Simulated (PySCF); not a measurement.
Electron correlation in Si²⁺ (silicon, charge +2)

[Ne] 3p2, high-spin 3P determinant (an excited configuration). Computed with PySCF 2.14 in x2c-QZVPPall, with the spin-free X2C one-electron Hamiltonian (Gaussian nucleus). Frozen: 1s2; 10 electrons correlated.

```json
{"level": "CCSD", "correlation energy (mhartree)": "-185.17"}
{"level": "(T)", "correlation energy (mhartree)": "-1.19"}
{"level": "CCSD(T)", "correlation energy (mhartree)": "-186.36"}
```

Diagnostics: T1 = 0.0035, D1 = 0.0090, largest double amplitude 0.069.

Task: Is a single reference adequate?

Result: Yes: T1 lies below 0.03 and no double amplitude reaches 0.07.

This basis was not built for core-valence correlation, so the inner-shell part is incomplete.
